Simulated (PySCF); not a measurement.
Species: C6H6NO (doublet state).
Z-matrix (Å and degrees, GFN2-xTB geometry), rows numbered from 1:
```
C 
C   1  1.5005
C   2  1.3125  1  123.87
C   3  1.4564  2  153.93  1   179.92
C   4  1.3296  3   62.48  2   179.98
N   5  1.3568  3  147.06  4   179.99
C   6  1.3384  5  123.75  3  -179.98
O   7  1.1979  6  130.92  5   179.98
H   1  1.0902  2  110.53  3   120.42
H   1  1.0903  2  110.54  3  -120.52
H   1  1.0875  2  111.02  3    -0.02
H   2  1.0804  1  116.44  3   179.93
H   4  1.0613  3  148.60  5   179.93
H   6  1.0270  5  115.97  3     0.03
```

The hyperfine couplings belong to this conformer and change with its torsions.

The species is `C/C=C1C=C/1N[C]=O` [radical].

Method used: UKS B3LYP, pcH-1 on C H N O, non-relativistic, mean-field spin-orbit, GIAO (PySCF 2.14.0). Isolated species at its GFN2-xTB geometry (one conformer only). Couplings are sensitive to structure, and on GFN2-xTB geometries they can be far from those on DFT ones. The SCF solution wasn't tested for stability.

(1) What is the g tensor, term by term?

(2) What are the electron Larmor frequencies g μB B/h along the three axes at 1200 mT?

(3) What effective moment and Curie constant follow for a powder?

(4) In a frozen sample, at which fields do the three g values resonate at 9.5, 34, 94 and 263 GHz (hyperfine left aside), and which band first spreads them over more than twice a line width of 0.5 mT?

## Answers

(1) 
```tsv
Δg (ppm)	1	2	3
relativistic mass correction	-232	-232	-232
gauge correction	45	29	-59
orbital Zeeman/spin–orbit	-3689	-164	2268
total	-3876	-367	1976
```

So g = 1.99844, 2.00195, 2.00430 and g_iso = 2.00156; the tensor is rhombic: the two nearest values differ by 40 % of g3 − g1. 

(2) 33.5648, 33.6238, 33.6631 GHz for g1, g2 and g3, a range of 98.3 MHz.

(3) With the mean of g² = 4.0063 and S(S+1) = 0.75: μ_eff = √(⟨g²⟩S(S+1)) = 1.733 μB and χT = 0.12505·⟨g²⟩·S(S+1) = 0.376 cm³ K/mol (cgs; spin-Hamiltonian part alone).

(4) 
```
band    GHz  B(g3) mT  B(g2) mT  B(g1) mT  spread mT
   X    9.5    338.65    339.05    339.64       0.99
   Q   34.0   1212.01   1213.43   1215.56       3.55
   W   94.0   3350.85   3354.77   3360.66       9.81
   J  263.0   9375.24   9386.22   9402.70      27.45
```

The spread grows in proportion to the frequency. Q band is the first where it exceeds 1.0 mT.

The Mulliken spin populations are largest on C7 (+0.67), O8 (+0.28) and H14 (+0.07).

The HOMO–LUMO gaps are 4.37 eV among the α and 2.89 eV among the β orbitals.
